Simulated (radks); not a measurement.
Values are calculated unless marked as measured or tabulated.
Coherent X-ray form factor from a spherical all-electron density. Code: a radial shooting solver on a logarithmic mesh with Libxc functionals. Model: scalar-relativistic Kohn-Sham, r2SCAN, spin-polarised, spherical densities, finite nucleus; meta-GGA in the generalised Kohn-Sham scheme; Fermi nuclear charge, rms radius of each element as measured or else 0.836 A^(1/3) + 0.57 fm.

sin(theta)/lambda (1/angstrom),f0 (electrons)
0.05,66.719
0.1,63.827
0.15,60.521
0.2,57.110
0.25,53.639
0.3,50.221
0.4,43.976
0.5,38.744
0.6,34.379
0.8,27.502
1,22.566
1.25,18.562
1.5,16.068
2,12.575

The species is in the configuration that NIST lists as its ground one. Which atom or ion scatters so?

Answer. Neutral erbium, [Xe] 4f12 6s2. Extrapolating in s^2 from the first two rows gives f0(0) = 67.7, near the electron count 68; among species with that count, the fall with angle is slower the higher Z, and the table is that of Z = 68; from so few rows the species is fixed only to a neighbour or two.
